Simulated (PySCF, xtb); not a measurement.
2-chlorobuta-1,3-diene (C4H5Cl), SMILES C=CC(=C)Cl. Other conformers were not sampled.

Harmonic wavenumbers (cm⁻¹) from xtb with GFN2-xTB at its own minimum, in rising order: 109, 231, 362, 381, 497, 631, 635, 724, 868, 897, 899, 1002, 1003, 1189, 1275, 1378, 1402, 1641, 1669, 3062, 3112, 3117, 3141, 3153.

Task: What does B3LYP-D3(BJ)/def2-SVP in PySCF give at its own minimum? (An estimate is asked for; the answer gives what the named calculation found.)

Result: 158, 252, 391, 425, 525, 638, 669, 760, 895, 899, 949, 1013, 1027, 1234, 1303, 1384, 1430, 1656, 1713, 3150, 3158, 3162, 3257, 3266. Paired by order, the mean absolute difference is 39 cm⁻¹ and the zero-point energies are 46.3 and 47.6 kcal/mol.
